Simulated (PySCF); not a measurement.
Working with the constants of LiBr

RHF-CCSD(T) constants of LiBr, ¹Σ⁺ (singlet), closed shell (basis Li aug-pcseg-1, Br aug-pcseg-1; no relativity; PySCF 2.14; masses 7.0160 and 78.9183 u):

* ωe: 531.4 cm⁻¹
* ωexe: 2.93 cm⁻¹
* Be: 0.52692 cm⁻¹
* αe: 0.00493 cm⁻¹
* D (centrifugal): 2.07e-06 cm⁻¹
* De to Li + Br: 4.21 eV

(1) Give the band origin of the fundamental and the first lines of its P and R branches.

(2) Near which J would the R branch turn back, without centrifugal distortion?

Measured values (Huber and Herzberg, Constants of Diatomic Molecules (1979)): ωe = 563.16 cm⁻¹, ωexe = 3.53 cm⁻¹, Be = 0.555399 cm⁻¹, αe = 0.0056442 cm⁻¹.

Correlated steps freeze 9 core orbitals. Correlated levels converge slowly with the basis: in double zeta they bind strong bonds too weakly, by up to about 1 eV, and carry superposition errors of some tenths. Where the molecule has an RHF reference, its open-shell atoms are computed with UHF.

Results:

(1) ν0 = ωe − 2ωexe = 525.5 cm⁻¹, B0 = 0.52446, B1 = 0.51953 cm⁻¹.

| J″ | P(J″) − ν0 | R(J″) − ν0 |
| --- | --- | --- |
| 0 |  | 1.039 |
| 1 | -1.049 | 2.068 |
| 2 | -2.108 | 3.087 |
| 3 | -3.176 | 4.097 |
| 4 | -4.254 | 5.096 |
| 5 | -5.342 | 6.085 |
| 6 | -6.440 | 7.063 |

(2) At J ≈ (B0 + B1)/(2(B0 − B1)) − 1 ≈ 100.
